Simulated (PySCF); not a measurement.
GeH7NSi2, SMILES [GeH2]1[NH][SiH2][SiH2]1. Geometry optimised at PBE-D3(BJ)/def2-SVP. The structure was generated by enumeration, and PubChem lists no compound with its InChIKey, so it may never have been made.

Computed equilibrium geometry at PBE-D3(BJ)/def2-SVP (PySCF confirms it by a frequency run) as bond lengths and angles, and its point group:
point group Cs.
Atoms: N1 Si2 Si3 Ge4 H5 H6 H7 H8 H9 H10 H11. Bonded distances (Å): N1–Si2 1.759, N1–Ge4 1.881, N1–H5 1.024, Si2–Si3 2.366, Si2–H6 1.512, Si2–H7 1.512, Si3–Ge4 2.410, Si3–H8 1.504, Si3–H9 1.504, Ge4–H10 1.560, Ge4–H11 1.560. Angles (°): Si2–N1–Ge4 109.4, Si2–N1–H5 126.3, Ge4–N1–H5 124.4, N1–Si2–Si3 88.9, N1–Si2–H6 114.9, N1–Si2–H7 114.9, Si3–Si2–H6 115.9, Si3–Si2–H7 115.9, H6–Si2–H7 106.3, Si2–Si3–Ge4 76.9, Si2–Si3–H8 117.9, Si2–Si3–H9 117.9, Ge4–Si3–H8 115.7, Ge4–Si3–H9 115.7, H8–Si3–H9 109.6, N1–Ge4–Si3 84.8, N1–Ge4–H10 111.8, N1–Ge4–H11 111.8, Si3–Ge4–H10 119.1, Si3–Ge4–H11 119.1, H10–Ge4–H11 108.1.
